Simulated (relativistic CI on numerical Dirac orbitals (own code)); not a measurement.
Ru³⁺: 3p photoemission

Computed with this model: Dirac-Coulomb-Breit CI, KLI orbitals optimised for each configuration, model QED (radiative potential, 1s self-energy scaled to tabulated hydrogen-like ionisation energies), valence Slater integrals scaled by 0.9, multiplet model of photoemission in the sudden approximation; configurations [Kr] 4d5 → [Ne] 3s2 3p5 3d10 4s2 4p6 4d5; 300 K; Lorentzian 2 eV and Gaussian 0.6 eV FWHM. Energies are those of the free ion, without screening or charge transfer. The energies are binding energies and can lie tens of eV above those of solids. S is read from ⟨S²⟩ = S(S + 1).

Field parameters in Wybourne normalisation: Oh B⁴₀ = 21Dq, B⁴₄ = √(5/14) B⁴₀. The field is a parameter set, without covalency.

free ion: ground-state S = 2.49, centroid 518.33 eV. Peaks (eV, height): 510.8 (100), 533.4 (56).

Oh, 10Dq = 27050 cm⁻¹: ground-state S = 0.54, centroid 518.80 eV. Peaks (eV, height): 511.0 (100), 533.8 (54).

Strongest unbroadened transitions for Oh, 10Dq = 27050 cm⁻¹:

```csv
Energy (eV),Relative strength
510.92,45.5
510.99,88.9
511.03,67.4
511.26,4.0
511.31,21.5
511.57,3.4
511.74,7.9
511.80,1.1
511.81,0.5
511.96,28.6
512.17,0.5
512.30,0.7
512.39,0.6
512.52,0.4
515.86,0.5
533.88,100.0
533.91,34.4
534.03,3.2
```
